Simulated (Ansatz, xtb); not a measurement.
## Two isomers of C2H9NOSi3

We compare X, `CO[SiH2][SiH2][SiH2]C#N`, a singlet, with Y, `CO[Si]([SiH3])([SiH3])C#N`, a singlet. Both are isolated molecules in the gas phase, relaxed with r2SCAN-D4/def2-SVP; each stands in its lowest conformer found.

X (Å):

```xyz
16

C    -0.1513   -1.4538    1.9592
C     1.1136    1.1901   -0.0778
N     2.0875    0.9093    0.4985
O    -0.7301   -1.1737    0.6964
Si   -0.4080   -2.0354   -0.7031
Si   -0.8476   -0.3929   -2.3200
Si   -0.4544    1.5305   -1.0259
H    -0.5934   -0.7692    2.6984
H    -0.3541   -2.4916    2.2815
H     0.9402   -1.2865    1.9394
H     1.0280   -2.4588   -0.7554
H    -1.2604   -3.2612   -0.8036
H    -2.2578   -0.3810   -2.8185
H     0.0885   -0.4367   -3.4849
H    -0.2093    2.7728   -1.8153
H    -1.5340    1.7739   -0.0305
```

Y (Å):

```xyz
16

C    -2.3381    1.1690    0.0681
C    -0.0350   -0.9672    1.4316
N    -0.0667   -1.4609    2.4884
O    -1.5342    0.2733   -0.6806
Si    0.0184   -0.1509   -0.2526
Si    1.4554    1.6975    0.0226
Si    0.7758   -1.7469   -1.7908
H    -1.8806    2.1739    0.1271
H    -3.3111    1.2590   -0.4363
H    -2.5068    0.7993    1.0955
H     2.8135    1.1922    0.3857
H     1.5373    2.4524   -1.2648
H     0.9620    2.6108    1.0970
H     2.1325   -2.2037   -1.3655
H     0.8660   -1.1184   -3.1425
H    -0.1639   -2.9054   -1.8293
```

Q: Estimate E(Y) − E(X) at the level CCSD(T)/def2-SVP + ΔMP2/def2-TZVPP.

A: CCSD(T)/def2-SVP + ΔMP2/def2-TZVPP gives E(Y) − E(X) = +0.010 eV, slightly favouring structure X, which is too small a margin to settle the true order.

Level by level:

```tsv
level	geometry	E(Y) − E(X) (eV)	departure from the last row (eV)	job, with rough time for the two
r2SCAN-D4/def2-SVP	r2SCAN-D4/def2-SVP	+0.046	+0.036	optimisation, 3.7 min
HF/def2-SVP	r2SCAN-D4/def2-SVP	+0.025	+0.015	part of the CCSD(T) run
MP2/def2-SVP	r2SCAN-D4/def2-SVP	+0.072	+0.062	part of the CCSD(T) run
CCSD(T)/def2-SVP	r2SCAN-D4/def2-SVP	+0.060	+0.050	single point
CCSD(T)/def2-SVP + ΔMP2/def2-TZVPP	r2SCAN-D4/def2-SVP	+0.010		single point, 2.5 min
```

As drawn, both hold the same kinds of bond in the same numbers.

The largest departure from CCSD(T)/def2-SVP + ΔMP2/def2-TZVPP is that of MP2/def2-SVP, 0.062 eV. Levels run at GFN2-xTB geometries aren't shown. The last row adds to CCSD(T) the change of the MP2 difference between the two basis sets, here −0.050 eV.

With thermal terms from frequencies at re-optimised GFN2-xTB minima (ideal gas, soft modes damped towards free rotors, one conformer each, 298.15 K, 1 atm): on the last row, ΔE + ΔZPE = −0.008, ΔH = +0.014, ΔG = −0.046 eV.

The correlated steps freeze 19 core orbitals. Codes used: Ansatz 0.2.0, xtb 6.7.1; the last row on 2 threads of Intel(R) Xeon(R) Platinum 8259CL CPU @ 2.50GHz (Skylake/Cascade Lake) on a shared host.
